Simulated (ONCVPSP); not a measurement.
Which change was made? (Ho, ONCV)

| Item | Value |
| --- | --- |
| Element | Ho |
| Generator | ONCVPSP 4.0.1 |
| Type | optimised norm-conserving Vanderbilt (ONCV) |
| Functional | PBE |
| Relativity | scalar-relativistic |
| Frozen core | [Kr] 4d10 |
| Valence charge | 21 |
| Reference configuration | 4f11 5s2 5p6 6s2 |
| Partial waves | 5s+6s: rc 2.30 bohr, ncon 3, nbas 6, qcut 4.8 1/bohr, 2 projectors; 5p: rc 1.80 bohr, ncon 4, nbas 8, qcut 6.8 1/bohr, 2 projectors, debl 1.9 Ha; d scattering state at 0.09 Ha: rc 2.40 bohr, ncon 4, nbas 7, qcut 3.6 1/bohr, 2 projectors, debl 4 Ha; 4f: rc 1.35 bohr, ncon 3, nbas 8, qcut 14.6 1/bohr, 2 projectors, debl 3.9 Ha |
| Local potential | polynomial inside 0.90 bohr (lpopt 5, dvloc0 3 Ha) |
| Core correction | Teter function, fcfact 4.75, rcfact 1.6 |

In the d channel the program set the typed energies aside and used 0.050, 4.050 Ha.

Cutoffs, loose and tight: the cutoffs (Ha) at which the residual kinetic energy of the hardest occupied pseudo-wave falls to 1 and 0.1 mHa per electron. They do not see the model core or the augmentation charge, which bear on the density cutoff. Test errors are all-electron minus pseudo excitation energies from the reference, over the configurations 4f11 5s2 5p6 6s1; 4f11 5s2 5p6 6s0; 4f10 5s2 5p6 6s0; 4f11 5s2 5p6 5d0.5 6s1.5; variants that change the core or the reference have their own tests.

The base gives: outcome: generated, projector energies reset by the program; cutoff, loose: 84 Ha; cutoff, tight: 95 Ha; bound ghosts: s, d; GHOST(+) flags above zero: p; largest test error (meV): tests left out (the all-electron energies of this program are off by 10 to 40 meV for near-neutral 4f atoms).

Problem. After one change the result is: outcome: generated, projector energies reset by the program; cutoff, loose: 83 Ha; cutoff, tight: 94 Ha; bound ghosts: s; GHOST(+) flags above zero: p, d; largest test error (meV): tests left out (the all-electron energies of this program are off by 10 to 40 meV for near-neutral 4f atoms). Which change was it?
A. all radii but the core radius scaled by about 1.13 (s 2.60, p 2.04, d 2.72, f 1.54 bohr); local potential polynomial inside 1.02 bohr (lpopt 5, dvloc0 3 Ha)
B. all radii but the core radius scaled by about 0.78 (s 1.80, p 1.42, d 1.88, f 1.06 bohr); local potential polynomial inside 0.70 bohr (lpopt 5, dvloc0 3 Ha)
C. all radii but the core radius scaled by about 1.24 (s 2.86, p 2.24, d 2.98, f 1.68 bohr); local potential polynomial inside 1.12 bohr (lpopt 5, dvloc0 3 Ha)

Solution. A. The others give: all radii but the core radius scaled by about 1.24 (s 2.86, p 2.24, d 2.98, f 1.68 bohr); local potential polynomial inside 1.12 bohr (lpopt 5, dvloc0 3 Ha) → outcome: generated, projector energies reset by the program; cutoff, loose: 86 Ha; cutoff, tight: 94 Ha; bound ghosts: none; GHOST(+) flags above zero: s, d; largest test error (meV): tests left out (the all-electron energies of this program are off by 10 to 40 meV for near-neutral 4f atoms) | all radii but the core radius scaled by about 0.78 (s 1.80, p 1.42, d 1.88, f 1.06 bohr); local potential polynomial inside 0.70 bohr (lpopt 5, dvloc0 3 Ha) → outcome: generated, projector energies reset by the program; cutoff, loose: 96 Ha; cutoff, tight: 164 Ha; bound ghosts: s, p; GHOST(+) flags above zero: d; largest test error (meV): tests left out (the all-electron energies of this program are off by 10 to 40 meV for near-neutral 4f atoms).
